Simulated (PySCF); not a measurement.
**MBe anions for M along the fourth-period p block**

HF with double-zeta basis sets in PySCF, for the lowest determinant that a PBE0 search found; no spin–orbit coupling. De refers to high-spin ground-configuration atoms (the charge goes to the atom of lower measured ionisation energy or higher electron affinity, which is not always the lowest computed limit). A positive dipole points towards Be; it is taken about the centre of mass and depends on that origin.

```csv
M,basis,reference,charged atom,state (unpaired electrons),Re (Å),ωe (cm⁻¹),De (eV),μ (D)
Ge,aug-pcseg-1,UHF,Ge−,"quartet (σ ↑, π ↑↑)",2.239,436,n/a,-2.35
Se,aug-pcseg-1,UHF,Se−,doublet (σ ↑),1.963,759,n/a,-1.45
Br,def2-SVPD,RHF,Br−,singlet (closed shell),2.268,347,n/a,-7.79
```

The shortest bond is that of BeSe⁻ (1.963 Å), the longest that of BeBr⁻ (2.268 Å).

The rows differ in basis set, which adds steps of its own.

The state changes along the series, so neighbouring rows are not always alike in their bonding.

Hartree–Fock leaves out correlation, which carries a large part of most bond energies and some tenths to 1 eV of ionisation energies. States were picked by a PBE0 search and need not be the measured ground states.
